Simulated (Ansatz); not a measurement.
An input meant for the cluster NaLi₄ (charge 0, doublet).

```yaml
crystal:
  periodic: [false, false, false]
  atoms:
    - {symbol: Li, position_ang: [1.406646, -0.350964, -1.015593]}
    - {symbol: Li, position_ang: [1.653301, 0.697011, 1.860784]}
    - {symbol: Li, position_ang: [-0.733148, 1.538427, 0.158172]}
    - {symbol: Li, position_ang: [-0.599247, -1.105810, 1.005479]}
    - {symbol: Na, position_ang: [-1.727552, -0.778655, -2.008832]}
basis:
  gaussian: {orbitals: def2-SVP, final_grid: {core_spheres: 8, valence_spheres: 7, degree: 23}}
magnetization: {spin_polarized: true, initial_magnetization: 2}
hamiltonian: {xc: {name: B3LYP5}}
accuracy: high
scf: {omitted_lower_state_checks: [starts]}
output: {forces: true}
```

```sh
$ ansatz run in.yaml --threads 4 --pin off --events-out ev --progress --plain --max-ram 3916MiB
```

Output, abridged:

```
Error: a molecule whose nuclei and cores have a total charge of 23 cannot have a net charge of 0 together with 2 unpaired electrons
```

Something in this input is off. What?

The number of unpaired electrons doesn't fit the electron count. The input was rejected before any iteration.
